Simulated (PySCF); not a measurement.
C4H7BO, SMILES C#CB(CC)O.

Geometry: B3LYP-D3(BJ)/def2-SVP. The structure was generated by enumeration, and PubChem lists no compound with its InChIKey, so it may never have been made. One conformer was computed; it need not be the lowest.

Two levels are set side by side: PBE/def2-TZVP (PySCF) and PBE0/def2-TZVP (PySCF). Same geometry, gas phase. Differences are taken from unrounded values.

| quantity | PBE |
|---|---|
| orbital gap (eV) | 4.95 |
| highest occupied level (eV) | -6.89 |
| lowest empty level (eV) | -1.94 |
| dipole moment (D) | 1.37 |
| mean polarisability (bohr³) | 65.3 |

Problem. These are the PBE values. What does PBE0 give? (The exact figures need the calculation; the answer reports its results.)

Solution. 
| quantity | PBE0 | PBE minus PBE0 |
|---|---|---|
| orbital gap (eV) | 7.15 | -2.20 |
| highest occupied level (eV) | -8.14 | 1.25 |
| lowest empty level (eV) | -1.00 | -0.95 |
| dipole moment (D) | 1.43 | -0.07 |
| mean polarisability (bohr³) | 62.8 | 2.5 |

Without exact exchange PBE keeps part of each electron's self-repulsion, which lifts occupied levels and narrows the gap. PBE's more diffuse valence density responds more strongly to a field. Differences between two approximate levels are no errors against the true value.

Rough cost on one machine, each run with all the roots and properties that it gave: PBE0 against PBE within a factor of 2.
